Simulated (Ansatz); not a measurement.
`CN(C)[Si]Cl` + H₂O → `CN(C)[Si]O` + HCl at 298.15 K and 1 bar (formal hydrolysis of the Si–Cl bond).

Isolated molecules relaxed with PBE0-D4/def2-TZVP in Ansatz; ΔE leaves out vibrations. CCSD(T)/CBS is the MP2 limit (def2-TZVPP, def2-QZVPP) plus CCSD(T) − MP2 in def2-TZVPP, frozen cores. This one scheme is used for every species. Each species was taken in one conformer, which may not be the lowest.

| species | CCSD(T)/CBS energy (Eh) | H − E (kJ/mol) | S (J/(mol·K)) |
| --- | --- | --- | --- |
| `CN(C)[Si]Cl` | -883.31525 | 242.6 | 341.9 |
| H₂O | -76.37941 | 66.4 | 188.7 |
| `CN(C)[Si]O` | -499.30678 | 274.6 | 344.1 |
| HCl | -460.38127 | 26.6 | 186.8 |

H − E and S are ideal-gas, rigid-rotor, harmonic terms from PBE0-D4/def2-TZVP, for one conformer and one mirror image of each species. 1 Eh = 2625.50 kJ/mol, R = 8.31446 J/(mol·K).

**Question.** By hand: ΔE, ΔH, ΔS and ΔG.

**Answer.** ΔE = (-499.30678) + (-460.38127) − (-883.31525) − (-76.37941) = 0.00661 Eh = 17.4 kJ/mol. Δ(H − E) = 274.6 + 26.6 − 242.6 − 66.4 = -7.8, so ΔH = 9.6 kJ/mol. ΔS = 344.1 + 186.8 − 341.9 − 188.7 = 0.3 J/(mol·K). ΔG = 9.6 − 298.15 × (0.3)/1000 = 9.5 kJ/mol.

**Question.** By hand: the equilibrium constant, and the temperature at which ΔG would vanish if ΔH and ΔS stayed fixed.

**Answer.** log₁₀ K = −ΔG/(RT ln 10) = -1.7. ΔG = 0 at ΔH/ΔS = 32000 K, far beyond where these terms or the molecules hold.

The number of gas molecules stays the same, so ΔS is small and ΔH decides. A doubt of 5 kJ/mol in ΔE shifts log₁₀ K by 0.9 here. Other conformers and mirror images would add mixing entropy, several J/(mol·K) or more a flexible species. Modes under 60 cm⁻¹, often nearly free rotors, make the harmonic entropy too high. These are equilibria of isolated gas molecules and say nothing of rates. Largest T1 diagnostic: 0.013 (customary marks: 0.02 for closed shells, 0.045 for open ones).
